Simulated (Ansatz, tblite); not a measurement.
Cost and result up the ladder for InCl2(OH) (InCl₂OH) (5 atoms). Total charge 0; singlet. Geometry: PBE0-D4/def2-SVP.

```
atom   x (Å)   y (Å)   z (Å)
 In1   0.247   0.138  -0.325
 Cl2   2.405   0.744  -0.920
 Cl3  -1.446   0.214  -1.927
  O4  -0.137  -0.436   1.529
  H5  -1.069  -0.660   1.643
```

Ansatz on 4 threads of Arm Neoverse V2 on a shared host; xTB runs through tblite on one thread. Times are rough, summed over both states, and most runs start from the orbitals of an earlier one. PBE0-D4/def2-TZVP serves as the yardstick here, not as an exact answer. The other state is a doublet.

In the def2 sets In takes a core potential; there is no spin–orbit coupling. The xTB rows come from tblite. HOMO above LUMO, or a gap near zero within one spin, warns that the state may not be the lowest or that an electron is smeared out.

Run but left out: PBE-D4/def2-TZVP (charge +1 doublet: an occupied level 0.02 eV above an empty one).

Raw xTB energies of ions are shifted by several eV.

```csv
level,functions,vertical IE (eV),difference from PBE0-D4/def2-TZVP (eV),remarks
PBE0-D4/def2-TZVP,161,11.22,0.00,–
GFN1-xTB,33,15.03,3.82,–
r2SCAN-D4/def2-TZVP (with forces),161,10.88,-0.33,gap within one spin near zero (+1 doublet)
GFN2-xTB,32,15.22,4.00,–
```

Question: Estimate how long each takes.

Answer: GFN1-xTB 0.01 s; GFN2-xTB 0.012 s; PBE0-D4/def2-TZVP 11 s; r2SCAN-D4/def2-TZVP (with forces) 18 s. On shared hardware such times vary by a factor of up to 3.
